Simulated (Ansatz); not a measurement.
System: BGeH5, charge 0, singlet. BGeH5 (SMILES [GeH3][BH2]).
B3LYP-D3(BJ)/def2-TZVP minimum from Ansatz (a first-principles code):
```
Ge
H 1 1.5405
H 1 1.5405 2 108.25
H 1 1.5468 2 106.93 3 114.88
B 1 2.0626 2 113.62 4 117.91
H 5 1.1898 1 120.74 2 -29.00
H 5 1.1898 6 118.48 1 177.70
```

Total energies in cc-pVTZ, 12 correlated electrons, 15 frozen orbitals. Radicals and triplets start from unrestricted determinants; spin-orbit coupling is neglected. Correlated methods leave the cores frozen (noble-gas shells, and filled d and f shells in the p block). No relativity.

```
method    program  energy (Eh)  minus CCSDT(Q) (mEh)
--------  -------  -----------  --------------------
HF         Ansatz  -2102.96422                278.85
MP2        Ansatz  -2103.19255                 50.53
CCSD       Ansatz  -2103.23421                  8.86
CCSD(T)    Ansatz  -2103.24171                  1.36
CCSDT(Q)   Ansatz  -2103.24307                  0.00
```

Rough core times of Ansatz's runs on a shared machine: CCSD(T) under 20 s, CCSDT(Q) 20 min.
